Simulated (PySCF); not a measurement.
## Name the molecule from its bond curve

A diatomic of charge +1 contains Sn. Its singlet curve at PBE0 in a triple-zeta basis (scalar-relativistic core potentials, PySCF), in eV from the separated fragments:

R (Å), E (eV) and a bar:
```
    1.519     -2.168 ####################
    1.589     -2.449 #########
    1.660     -2.612 ###
    1.713     -2.672 #
    1.766     -2.690 
    1.819     -2.673 #
    1.890     -2.608 ###
    1.978     -2.475 ########
    2.084     -2.262 #################
    2.225     -1.925 ##############################
```

The fit gives ωe = 1830 cm⁻¹ and the rotational constant Bₑ = 5.414 cm⁻¹.

**Question.** Which atom is the partner?

**Answer.** The minimum lies at 1.765 Å, so the reduced mass is 16.8576 u Å² cm⁻¹/(Bₑ·Re²) = 0.9995 u. With Sn at 119.90 u the partner weighs about 1.0 u: H. The molecule is SnH⁺.

Spin–orbit coupling is left out.
